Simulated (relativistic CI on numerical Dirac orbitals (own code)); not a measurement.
One change at a time: Ni

Base calculation: Dirac-Coulomb-Breit CI, orbitals from a KLI potential per configuration, model QED (radiative potential, 1s self-energy scaled to tabulated hydrogen-like ionisation energies), valence Slater integrals scaled by 0.85, P86 correlation energy added to each configuration.

Configurations in the expansion (outside the closed core [Ar]): 3d8 4s2, 3d9 4s, 3d10, 3d8 4s 4p, 3d9 4p, 3d8 4p2, 3d9 4d, 3d8 4s 4d, 3d9 5s, 3d9 5p, 3d8 4s 5s, 3d8 4s 6s, 3d8 4s 5p, 3d8 4s 6p, 3d8 4s 4f, 3d8 4s 5d. Levels of other configurations are missing.

The lowest level and the first level of each name with at least 55 % of one term (blank where a level has no safe partner in the second run):

```csv
Level,Base (cm⁻¹),Shift (cm⁻¹)
3d8 4s2 3F_4,0.0,0.0
3d8 4s2 3F_3,1294.4,+9.9
3d8 4s2 3F_2,2164.5,+30.2
3d9 4s 3D_3,11497.2,+2476.4
3d9 4s 3D_2,12140.0,+2499.4
3d9 4s 3D_1,12934.2,+2504.4
3d8 4s2 1D_2,13384.8,+2348.6
3d9 4s 1D_2,15947.3,+3041.3
3d8 4s2 3P_2,17181.0,+2837.8
3d8 4s2 3P_1,17459.9,+2845.8
3d8 4s2 3P_0,17705.1,+2860.7
3d8 4s2 1G_4,21758.4,+3666.0
3d8 4s 4p 5D°_4,21807.0,-158.3
3d8 4s 4p 5D°_3,22686.9,-127.6
```

For a near-neutral ion this model can misplace configurations by up to about 10,000 cm⁻¹ (more where the count of f electrons changes) and terms by 10 to 25 % of their spread. Rates follow the energies as ν³ (E1, M1) or ν⁵ (E2), so they and the lifetimes can be off by large factors. The fine structure of a lone outer electron comes out too small, for d and f at times inverted, and misplaced configurations move strength between like terms.

One thing was changed in a second run, which moved the levels as shown. Which?
A. no correlation estimate
B. QED terms removed
C. configuration mixing switched off
D. Breit term removed
E. Slater integrals left unscaled
F. non-relativistic limit
G. one mean potential for all configurations

E. Slater integrals left unscaled. Scaling acts on the splittings between terms and on the mixing, and leaves the fine structure of pure LS terms nearly alone; in jj coupling it moves the levels of one term differently.

LS names give the leading component of a level, which can be under half, so a name can repeat, a term be missing and a line seem to break the LS rules.
